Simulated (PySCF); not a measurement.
BaCl2, SMILES [Cl][Ba][Cl]. Atoms are numbered in the order given.

```xyz
3

Ba     0.0000     0.0000    -0.4592
Cl     0.0000     2.4571     0.7563
Cl     0.0000    -2.4571     0.7563
```

The structure is a stationary point at B3LYP-D3(BJ)/def2-TZVP. The isomer is the one that the SMILES or the coordinates give; other isomers of the formula were not compared. The def2 effective core potentials stand for the cores of Ba; spin–orbit coupling is left out.

Computed with PySCF with r2SCAN/def2-TZVPD.

The molecule is in vacuum.

```yaml
total_energy: -946.05203 hartree
point_group: C2v
highest_occupied_level: -6.56 eV
lowest_empty_level: -1.79 eV
orbital_gap: 4.77 eV
dipole_moment: 7.27 D
quadrupole, principal values (traceless, Buckingham form, about the centre of nuclear charge): -34.33, 16.10, 18.23 D·Å
mean_static_polarisability: 69.7 bohr³ (10.33 Å³)
polarisability_principal_values: 53.6, 59.9, 95.6 bohr³
```
